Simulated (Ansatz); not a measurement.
C3H7O, charge -1, singlet, geometry from GFN2-xTB (a gas-phase anion, which may not be bound at this level). Base run: PBE0/STO-3G (Ansatz, a first-principles code).

Here is a job for Ansatz.
Ansatz 0.2 input:
```yaml
crystal:
  periodic: [false, false, false]
  atoms:
    - {symbol: O, position_ang: [-0.02364204, -0.72791359, -0.02410158]}
    - {symbol: C, position_ang: [-0.11695116, 0.72309764, 0.02353500]}
    - {symbol: C, position_ang: [1.27997189, -1.17584587, -0.05346219]}
    - {symbol: C, position_ang: [-1.53793975, 1.16403974, -0.03994654]}
    - {symbol: H, position_ang: [0.53282928, 1.00119920, 0.93898760]}
    - {symbol: H, position_ang: [0.44859738, 1.10785920, -0.85183032]}
    - {symbol: H, position_ang: [1.26753791, -2.27032695, -0.05197351]}
    - {symbol: H, position_ang: [1.82097837, -0.82845799, -0.95497355]}
    - {symbol: H, position_ang: [1.85749247, -0.82621646, 0.82524896]}
    - {symbol: H, position_ang: [-1.97405394, 1.11319354, 0.99190016]}
    - {symbol: H, position_ang: [-1.51473106, 2.25830906, -0.28530416]}
basis:
  gaussian:
    orbitals: STO-3G
hamiltonian:
  xc: pbe0
total_charge: -1
```

Variants of this job, named by their change:

| change | E (Eh) |
|---|---|
| base | -190.82579 |
| functional = blyp | -190.91101 |
| functional = cam_b3lyp | -190.91517 |
| functional = lc_wpbe | -190.91964 |
| functional = B2PLYP | -190.69294 |
| functional = b3lyp; dispersion = d3bj | -191.04107 |
| functional = wB97M-V | [?] |
| functional = PBE0-DH | -190.76277 |
| functional = B97M-V | -191.04990 |
| functional = hf | [?] |
| functional = pbe | -190.78029 |
| functional = SVWN5 | [?] |
| functional = PBE-QIDH | [?] |

**Question.** Complete the blanks.

**Answer.** 
- functional = wB97M-V, E (Eh): -190.99532
- functional = hf, E (Eh): -189.84657
- functional = SVWN5, E (Eh): -189.33401
- functional = PBE-QIDH, E (Eh): -190.60718

Totals shift with the method and basis; they matter in differences.

A gas-phase anion may not be bound at this level; its values then depend on the basis.
